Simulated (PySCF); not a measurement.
H10N2Si3.
SMILES: `[SiH3]N[SiH2]N[SiH3]`

Level of theory: PySCF, TDDFT PBE0/def2-SVPD, vertical, gas phase, core orbitals frozen in the response. Isolated species at its GFN2-xTB geometry (one conformer only). Torsions of this conformer, `[SiH3:1][NH:2][SiH2:3][NH:4][SiH3:5]`: Si1–N2–Si3–N4 174°, N2–Si3–N4–Si5 174°.

Predict the UV-vis stick spectrum at this level.

```
state  E (eV)  λ (nm)  ν̃ (cm⁻¹)       f  symmetry  main configurations (H = HOMO, L = LUMO)
   S1    6.06   204.7      48850  0.0004         –                  H→L (85%), H-1→L+1 (13%)
   S2    6.16   201.4      49640  0.0041         B                  H-1→L (68%), H→L+1 (31%)
   S3    6.52   190.1      52600   0.024         B                  H→L+1 (62%), H-1→L (27%)
   S4    6.54   189.7      52720  0.0011         –                  H-1→L+1 (81%), H→L (11%)
   S5    6.94   178.6      55980   0.015         B                               H→L+2 (88%)
   S6    7.03   176.3      56730  0.0007         –                             H-1→L+2 (90%)
   S7    7.34   168.8      59230   0.038         B                H→L+3 (74%), H-1→L+4 (22%)
   S8    7.38   168.1      59500  0.0037         A                H-1→L+3 (62%), H→L+4 (34%)
```

Triplets, Tamm–Dancoff:

```json
{"state": "T1", "E (eV)": "5.75", "λ (nm)": "215.7", "main configurations (H = HOMO, L = LUMO)": "H→L (79%), H-1→L+1 (16%)"}
{"state": "T2", "E (eV)": "5.84", "λ (nm)": "212.2", "main configurations (H = HOMO, L = LUMO)": "H-1→L (66%), H→L+1 (29%)"}
{"state": "T3", "E (eV)": "6.35", "λ (nm)": "195.3", "main configurations (H = HOMO, L = LUMO)": "H→L+1 (56%), H-1→L (21%), H→L+2 (16%)"}
```

The lowest singlet lies at 6.06 eV (205 nm, ultraviolet) and is dark (f under 0.0005); its leading configuration is HOMO→LUMO (85%). The most intense listed level is S7 at 7.34 eV (169 nm, f = 0.038), 1.29 eV above S1. Löwdin shares by element: HOMO nitrogen 50%, silicon 14% or more, hydrogen 8% or more (atoms not listed hold the other 29%); LUMO silicon 45%, hydrogen 7% or more (atoms not listed hold the other 48%). Weighted by f, the mean energy of these states is 6.97 eV. Orbital energies (eV): HOMO-3 -9.57, HOMO-2 -9.51, HOMO-1 -7.55, HOMO -7.44, LUMO -0.07, LUMO+1 0.16, LUMO+2 0.75. The listed states span 1.32 eV, and the widest gap between neighbours is 0.40 eV (S4 to S5). Symmetry labels in C2 follow from the direction of the transition dipole and are given only for states with f of 0.002 or more. Singlets were solved by full linear response, triplets in the Tamm–Dancoff approximation.

The run took 46 s of wall time on Arm Neoverse N1, one thread (shared host), and the process peaked at 0.72 GiB of memory.
